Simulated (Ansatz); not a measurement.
Reactions of H₈OSi₃, SMILES `[SiH3]O[SiH2][SiH3]`.

Computed with Ansatz on PBE0-D4/def2-TZVP structures; ΔE is electronic, products minus reactants. CCSD(T)/CBS is the MP2 limit (def2-TZVPP, def2-QZVPP) plus CCSD(T) − MP2 in def2-TZVPP, frozen cores. This one scheme is used for every species. No spin–orbit coupling; open shells (•) take unrestricted orbitals. Each species was taken in one conformer, which may not be the lowest.

Question: Order these by ΔE at CCSD(T)/CBS, lowest first. (Best estimate.)
A. `[SiH3]O[SiH2][SiH3]` + `O[SiH2]N[SiH3]` → `[SiH3]N[SiH2]O[SiH3]` + `[SiH3]O[SiH3]`
B. `[SiH3]O[SiH2][SiH3]` → `[SiH3]`• + `[SiH2]O[SiH3]`•
C. `[SiH3]O[SiH2][SiH3]` + `[NH2][AlH2]` → `[AlH2][NH][SiH2][SiH3]` + `O[SiH3]`
D. `[SiH3]O[SiH2][SiH3]` + H₂S → `[SiH3]O[SiH2]S` + SiH₄
E. `[SiH3]O[SiH2][SiH3]` + `O[SiH2]S` → `O[SiH2]S[SiH2][SiH3]` + `O[SiH3]`
F. `[SiH3]O[SiH2][SiH3]` + `[F][AlH][F]` → `[F][Al]([F])[SiH3]` + `[SiH3]O[SiH3]`
G. `[SiH3]O[SiH2][SiH3]` → `[SiH3]O[SiH3]` + `[SiH2]`
H. `[SiH3]O[SiH2][SiH3]` + H–F → `F[SiH2]O[SiH3]` + SiH₄

Answer: H (-38.3 kcal/mol), A (-26.4 kcal/mol), D (-18.3 kcal/mol), F (-3.4 kcal/mol), E (+8.5 kcal/mol), C (+11.8 kcal/mol), G (+55.1 kcal/mol), B (+79.9 kcal/mol).

Largest T1 diagnostic: 0.015, for `[SiH3]`•.
